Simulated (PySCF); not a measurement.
COS, triplet, geometry from GFN2-xTB (a higher spin typed on purpose: for a closed-shell molecule this is an excited state). Base run: PySCF with TPSS/6-31G*.

The PySCF input:
```python
from pyscf import gto, scf, dft

mol = gto.M(
    atom='''
O    -1.61038921   -0.05734526   -0.06614538
C    -0.58674147    0.48825900    0.14288258
S     1.02522266   -0.15442449   -0.02050827
''',
    basis='6-31g*',
    spin=2,
    verbose=4,
    symmetry=True,
)

mf = dft.UKS(mol)
mf.xc = 'tpss'
mf.kernel()
mf.analyze()
```

The base run was repeated with changes; each row names its change, and settings that it needs were set with it.

```tsv
change	ΔE vs base (mEh)	point group used	SCF cycles
base	0.000	Cs	11
symmetry = off	0.000	C1	11
irrep_nelec = A':(12, 11) A":(4, 3)	105.3	Cs	13
irrep_nelec = A':(14, 11) A":(2, 3)	290.3	Cs	12
```

Open shells are given as the SCF converged; they aren't shown to be the lowest states, and a large step between rows can be another state.
